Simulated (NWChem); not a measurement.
Everything below was run with NWChem. System: CNO, charge 0, spin multiplicity 2, at a geometry optimised with UPBE/def2-SVP. The structure started from a generated list of species. Its SCF solution wasn't tested for a lower state. Level: UPBE0/def2-TZVP.

The NWChem input:

```
start mol
memory heap 200 mb stack 900 mb global 1100 mb
geometry units angstroms nocenter noautoz
  O      0.000000     0.000000     1.150580
  C      0.000000     0.000000    -0.041798
  N      0.000000     0.000000    -1.279122
  symmetry group C2v
end
basis spherical
  * library def2-tzvp
end
dft
  xc pbe0
  odft
  mult 2
  semidirect memsize 60000000 filesize 0
  iterations 100
end
task dft energy
```

NWChem printed:

```
             Northwest Computational Chemistry Package (NWChem) 7.3.0
             --------------------------------------------------------

                                NWChem Input Module
                                -------------------

 Scaling coordinates for geometry "geometry" by  1.889725989
 (inverse scale =  0.529177249)

 Turning off AUTOSYM since
 SYMMETRY directive was detected!

                             Geometry "geometry" -> ""
                             -------------------------

 Output coordinates in angstroms (scale by  1.889725989 to convert to a.u.)

  No.       Tag          Charge          X              Y              Z
 ---- ---------------- ---------- -------------- -------------- --------------
    1 O                    8.0000     0.00000000     0.00000000     1.15058000
    2 C                    6.0000     0.00000000     0.00000000    -0.04179800
    3 N                    7.0000     0.00000000     0.00000000    -1.27912200

 Effective nuclear repulsion energy (a.u.)      51.4614324206

            Nuclear Dipole moment (a.u.)
            ----------------------------
        X                 Y               Z
 ---------------- ---------------- ----------------
     0.0000000000     0.0000000000    -0.0000037795

      Symmetry information
      --------------------

 Group name             C2v
 Group number             16
 Group order               4
 No. of unique centers     3

      Symmetry unique atoms

     1    2    3


 Summary of "ao basis" -> "" (spherical)
 ------------------------------------------------------------------------------
       Tag                 Description            Shells   Functions and Types
 ---------------- ------------------------------  ------  ---------------------
 *                         def2-tzvp                  on all atoms

                                 NWChem DFT Module
                                 -----------------

 Summary of "ao basis" -> "ao basis" (spherical)
 ------------------------------------------------------------------------------
       Tag                 Description            Shells   Functions and Types
 ---------------- ------------------------------  ------  ---------------------
 O                         def2-tzvp                11       31   5s3p2d1f
 C                         def2-tzvp                11       31   5s3p2d1f
 N                         def2-tzvp                11       31   5s3p2d1f

 Summary of "ao basis" -> "ao basis" (spherical)
 ------------------------------------------------------------------------------
       Tag                 Description            Shells   Functions and Types
 ---------------- ------------------------------  ------  ---------------------
 O                         def2-tzvp                11       31   5s3p2d1f
 C                         def2-tzvp                11       31   5s3p2d1f
 N                         def2-tzvp                11       31   5s3p2d1f

      Symmetry analysis of basis
      --------------------------

        a1         42
        a2          9
        b1         21
        b2         21

            General Information
            -------------------
          SCF calculation type: DFT
          Wavefunction type:  spin polarized.
          No. of atoms     :     3
          No. of electrons :    21
           Alpha electrons :    11
            Beta electrons :    10
          Charge           :     0
          Spin multiplicity:     2
          Use of symmetry is: on ; symmetry adaption is: on
[...]
    39      0.191391  2 C  pz                76     -0.143783  3 N  pz
    64     -0.138133  3 N  s                 34     -0.129023  2 C  s

 Vector   10  Occ=1.000000D+00  E=-3.339887D-01  Symmetry=b2
              MO Center= -2.8D-16,  1.2D-15, -3.9D-01, r^2= 1.9D+00
   Bfn.  Coefficient  Atom+Function         Bfn.  Coefficient  Atom+Function
  ----- ------------  ---------------      ----- ------------  ---------------
    69      0.346727  3 N  py                72      0.294881  3 N  py
     7     -0.291126  1 O  py                10     -0.247662  1 O  py
    75      0.200007  3 N  py                13     -0.184146  1 O  py
    38      0.133222  2 C  py                41      0.127792  2 C  py
    52     -0.052969  2 C  d -1              44      0.049440  2 C  py

 Vector   11  Occ=0.000000D+00  E=-2.153621D-01  Symmetry=b1
              MO Center=  5.3D-15, -4.6D-17, -3.5D-01, r^2= 1.9D+00
   Bfn.  Coefficient  Atom+Function         Bfn.  Coefficient  Atom+Function
  ----- ------------  ---------------      ----- ------------  ---------------
    68      0.315744  3 N  px                 6     -0.286774  1 O  px
    71      0.267821  3 N  px                 9     -0.247455  1 O  px
    74      0.221191  3 N  px                12     -0.218704  1 O  px
    37      0.158347  2 C  px                40      0.156319  2 C  px
    43      0.078253  2 C  px                54      0.048549  2 C  d  1

 Vector   12  Occ=0.000000D+00  E= 3.708494D-02  Symmetry=b2
              MO Center= -7.7D-16,  7.9D-14, -2.8D-01, r^2= 1.8D+00
   Bfn.  Coefficient  Atom+Function         Bfn.  Coefficient  Atom+Function
  ----- ------------  ---------------      ----- ------------  ---------------
    44      0.531359  2 C  py                75     -0.477985  3 N  py
    41      0.474913  2 C  py                38      0.392659  2 C  py
    13     -0.340286  1 O  py                69     -0.297212  3 N  py
    72     -0.262282  3 N  py                 7     -0.242938  1 O  py
    10     -0.212114  1 O  py

 Vector   13  Occ=0.000000D+00  E= 4.095436D-02  Symmetry=a1
              MO Center=  8.9D-17, -7.7D-14,  6.9D-02, r^2= 3.7D+00
   Bfn.  Coefficient  Atom+Function         Bfn.  Coefficient  Atom+Function
  ----- ------------  ---------------      ----- ------------  ---------------
    36      2.900561  2 C  s                 67     -1.481790  3 N  s
     5     -1.273324  1 O  s                 35      0.980273  2 C  s
    76     -0.678583  3 N  pz                14      0.542250  1 O  pz
    66     -0.486346  3 N  s                  4     -0.331314  1 O  s
    73     -0.289921  3 N  pz                53      0.284072  2 C  d  0

   alpha - beta orbital overlaps
   -----------------------------

   alpha      1      2      3      4      5      6      7      8      9     10
    beta      1      2      3      4      5      6      8      7      9     11
 overlap   1.000  1.000  1.000  1.000  0.999  0.999  0.991  1.000  0.999  0.990

   alpha     11     12     13     14     15     16     17     18     19     20
    beta     10     14     12     13     15     16     17     18     19     22
 overlap   1.000  0.984  0.999  1.000  1.000  0.997  1.000  0.999  1.000  0.995

   alpha     21     22     23     24     25     26     27     28     29     30
    beta     20     21     24     23     26     25     27     28     29     31
 overlap   1.000  0.999  0.998  1.000  0.974  1.000  0.975  0.998  0.997  0.999

   alpha     31     32     33     34     35     36     37     38     39     40
    beta     30     32     33     34     35     36     37     39     38     41
 overlap   1.000  1.000  0.996  0.997  0.999  1.000  1.000  0.991  1.000  1.000

   alpha     41     42     43     44     45     46     47     48     49     50
    beta     40     42     44     43     45     46     48     47     49     50
 overlap   1.000  0.991  0.998  1.000  1.000  1.000  0.998  1.000  1.000  1.000

   alpha     51     52     53     54     55     56     57     58     59     60
    beta     51     53     52     55     54     56     57     58     60     59
 overlap   1.000  0.999  1.000  0.999  1.000  1.000  1.000  1.000  0.999  1.000

   alpha     61     62     63     64     65     66     67     68     69     70
    beta     61     62     63     64     65     66     67     68     69     72
 overlap   1.000  1.000  1.000  1.000  1.000  1.000  0.836  0.998  0.831  0.907

   alpha     71     72     73     74     75     76     77     78     79     80
    beta     71     70     74     73     76     75     78     77     79     80
 overlap   0.998  0.913  1.000  1.000  1.000  1.000  1.000  1.000  0.998  1.000

   alpha     81     82     83     84     85     86     87     88     89     90
    beta     81     82     84     83     86     85     88     87     89     90
 overlap   0.984  0.985  1.000  1.000  1.000  1.000  1.000  1.000  1.000  1.000

   alpha     91     92     93
    beta     91     92     93
 overlap   1.000  1.000  1.000

     --------------------------
     Expectation value of S2:
     --------------------------
      <S2> =      0.7668 (Exact =     0.7500)

 center of mass
 --------------
 x =   0.00000000 y =   0.00000000 z =  -0.00044039

 moments of inertia (a.u.)
 ------------------
         157.508004845930           0.000000000000           0.000000000000
           0.000000000000         157.508004845930           0.000000000000
           0.000000000000           0.000000000000           0.000000000000

     Multipole analysis of the density
     ---------------------------------

     L   x y z        total         alpha         beta         nuclear
     -   - - -        -----         -----         ----         -------
     0   0 0 0     -0.000000    -11.000000    -10.000000     21.000000

     1   1 0 0     -0.000000     -0.000000     -0.000000      0.000000
     1   0 1 0     -0.000000     -0.000000      0.000000      0.000000
     1   0 0 1      0.264789      0.614110     -0.349317     -0.000004

     2   2 0 0    -10.908879     -6.127061     -4.781818      0.000000
     2   1 1 0     -0.000000     -0.000000     -0.000000      0.000000
     2   1 0 1      0.000000      0.000000      0.000000      0.000000
     2   0 2 0    -11.897333     -6.113895     -5.783438      0.000000
     2   0 1 1     -0.000000      0.000000     -0.000000      0.000000
     2   0 0 2    -14.879757    -49.736736    -43.900091     78.757069

 Task  times  cpu:        3.8s     wall:        3.8s

 Total times  cpu:        3.8s     wall:        3.8s
```
